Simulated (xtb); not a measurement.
xtb input:

```bash
xtb mol.xyz --gfn 1 --sp --chrg 0 --uhf 0
```
mol.xyz:
```
3

Ge     0.01086032    -0.00616844     0.41757255
F      0.63163470     1.16043427    -0.74230093
F     -0.67024917    -1.13850205    -0.74240146
```

Problem. Which total energy does the run end on?

Solution. -11.97626 Eh (GFN1-xTB).
